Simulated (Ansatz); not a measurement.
Reaction (cleavage of the B–B bond): `FBBCl` + `OCS` → `FBOCS` + `BCl`

Isolated molecules relaxed with PBE0-D4/def2-TZVP in Ansatz; ΔE leaves out vibrations. CCSD(T)/CBS is the MP2 limit (def2-TZVPP, def2-QZVPP) plus CCSD(T) − MP2 in def2-TZVPP, frozen cores. This one scheme is used for every species. DFT in def2-TZVPP. One conformer a species, not always the lowest.

`FBBCl`:

Cartesian coordinates in Å:
```
F -0.982 1.043 1.285
B -0.191 0.069 0.859
B 0.337 0.021 -0.749
Cl -0.610 -0.890 -1.897
H 0.110 -0.766 1.673
H 1.336 0.523 -1.172
```

`OCS`:

Cartesian coordinates in Å:
```
O 0.129 -0.029 -1.236
C -0.229 -0.269 0.101
S -0.348 1.273 1.009
H 0.222 -0.878 -1.679
H -1.228 -0.715 0.188
H 0.488 -0.927 0.601
H 0.967 1.545 1.016
```

`FBOCS`:

```xyz
9

F    -2.689    0.575   -0.374
B    -1.594   -0.007    0.083
O    -0.468    0.143   -0.640
C     0.751   -0.403   -0.197
S     1.714    0.718    0.834
H    -1.640   -0.650    1.091
H     1.325   -0.681   -1.079
H     0.591   -1.291    0.420
H     2.010    1.595   -0.138
```

`BCl`:

Z-matrix (Å, degrees):
```
B
Cl 1 1.733
H 1 1.190 2 118.1
H 1 1.190 2 118.1 3 180.0
```

```csv
level,ΔE (eV)
r2SCAN0,-1.94
SCS-MP2/def2-TZVPP,-1.98
```

(1) What does CCSD(T)/CBS give? (Best estimate.)

Largest T1 diagnostic among the species: 0.014.

## Answers

(1) Computed: -1.90 eV. The listed levels differ from it by -0.04, -0.08 eV.

Leaving LDA and LC-ωPBE aside and taking each functional with its dispersion term where it has one, the values, not all of them listed here, spread over 0.19 eV, from BHLYP-D4 to revPBE-D4. LDA lies −0.12 eV from PBE without D4. From PBE to PBE0 (25 % exact exchange), in def2-TZVPP and without D4, ΔE moves by −0.04 eV. At CCSD(T), def2-SVP lies −0.23 eV from the extrapolated value and def2-TZVPP −0.05 eV.
